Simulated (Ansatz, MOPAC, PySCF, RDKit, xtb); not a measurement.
Complex: C2H4 (SMILES C=C) (first 6 atoms) with CH6Si (SMILES C[SiH3]); geometry from B3LYP-D3(BJ)/def2-TZVP, rigid monomers moved along the line of their centres of mass till H3···Si8 is 4.65 Å.
(charge 0, multiplicity 1):
```csv
atom,x (Å),y (Å),z (Å)
C,0.4907,-0.0153,0.0182
C,-0.8089,0.2180,0.1247
H,1.2180,0.5442,0.5933
H,0.8806,-0.7758,-0.6477
H,-1.5376,-0.3411,-0.4499
H,-1.1958,0.9785,0.7919
C,-0.6637,-1.0867,5.1037
Si,0.6299,0.2663,5.1946
H,-1.6178,-0.7403,5.5053
H,-0.3523,-1.9602,5.6794
H,-0.8190,-1.3947,4.0691
H,0.1989,1.4638,4.4321
H,1.9217,-0.1979,4.6332
H,0.8590,0.6778,6.6020
```

Counterpoise-corrected where a basis set is named; no monomer relaxation. Rows marked so take none.

Frozen-core correlation. Rows in 6-31G* carry no dispersion term and start afresh at each structure (6-31G* with six Cartesian d functions). MP2/6-31G* freezes PySCF's default core. The state that PM3 reach isn't checked.

Programs: Ansatz (an electronic-structure program) with Gaussian orbitals; MOPAC for PM3 (differences of heats of formation); PySCF for 6-31G* rows, the dispersion terms; RDKit for the force fields; xtb for the GFN methods. Each number belongs to the level named beside it.

```
level                           interaction energy (kcal/mol)
------------------------------  -----------------------------
MMFF94                                                  -0.50
PM3                                                      0.01
GFN1-xTB                                                -0.47
GFN2-xTB                                                -0.57
HF/6-31G*                                               -0.16
B3LYP/6-31G* (no counterpoise)                              …
PBE0-D4/def2-TZVPPD                                         …
MP2/6-31G* (no counterpoise)                            -0.58
CCSD(T)/aug-cc-pV(D+d)Z                                 -0.53
```

Task: What belongs in the gaps?

Result: 
- B3LYP/6-31G* (no counterpoise), interaction energy (kcal/mol): -0.30
- PBE0-D4/def2-TZVPPD, interaction energy (kcal/mol): -0.65
